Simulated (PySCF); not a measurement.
Br₄Zr, singlet, at a GFN2-xTB geometry (such geometries of metal compounds can be far from the true shape) (core potentials on Zr). Base run: BLYP/def2-SVP in PySCF.

The PySCF input:
```python
from pyscf import gto, scf, dft

mol = gto.M(
    atom='''
Zr    0.000000    0.000000    0.000000
Br    1.955118   -0.532721   -1.437666
Br    0.753255    0.283484    2.350618
Br   -1.059769    2.103970   -0.789531
Br   -1.648603   -1.854733   -0.123421
''',
    basis='def2-svp',
    ecp={'Zr': 'def2-svp'},
    charge=0,
    spin=0,
    verbose=4,
)

mf = dft.RKS(mol)
mf.xc = 'blyp'
mf.kernel()
mf.analyze()
```

Each row names what was changed in the base input (with any setting that the change needs).

```json
[
 {"change": "base", "ΔE vs base (mEh)": "0.000", "fitting functions": "-", "outcome": "converged"},
 {"change": "auxbasis = cc-pvdz-jkfit", "ΔE vs base (mEh)": "-", "fitting functions": "-", "outcome": "input refused"},
 {"change": "auxbasis = def2-universal-jfit", "ΔE vs base (mEh)": "-0.362", "fitting functions": "321", "outcome": "converged"},
 {"change": "auxbasis = def2-tzvp-ri", "ΔE vs base (mEh)": "-", "fitting functions": "-", "outcome": "input refused"},
 {"change": "auxbasis = def2-universal-jkfit", "ΔE vs base (mEh)": "-0.106", "fitting functions": "1319", "outcome": "converged"},
 {"change": "auxbasis = cc-pvtz-ri", "ΔE vs base (mEh)": "-", "fitting functions": "-", "outcome": "input refused"},
 {"change": "auxbasis = even-tempered beta=2.0", "ΔE vs base (mEh)": "-0.695", "fitting functions": "1448", "outcome": "converged"},
 {"change": "auxbasis = def2-svp-ri", "ΔE vs base (mEh)": "-", "fitting functions": "-", "outcome": "input refused"},
 {"change": "auxbasis = autoaux", "ΔE vs base (mEh)": "-0.062", "fitting functions": "1474", "outcome": "converged"},
 {"change": "auxbasis = even-tempered beta=1.6", "ΔE vs base (mEh)": "-0.003", "fitting functions": "2072", "outcome": "converged"}
]
```

A fitting set is made for a task (jfit for Coulomb, jkfit for Coulomb and exchange, ri for correlation) and for a family of orbital bases.

- auxbasis = cc-pvdz-jkfit: ended with `pyscf.lib.exceptions.BasisNotFoundError: Basis set not found for Zr in cc-pvdz-jkfit`
- auxbasis = def2-tzvp-ri: ended with `pyscf.lib.exceptions.BasisNotFoundError: Basis set not found for Zr in def2-tzvp-ri`
- auxbasis = cc-pvtz-ri: ended with `pyscf.lib.exceptions.BasisNotFoundError: Basis set not found for Zr in cc-pvtz-ri`
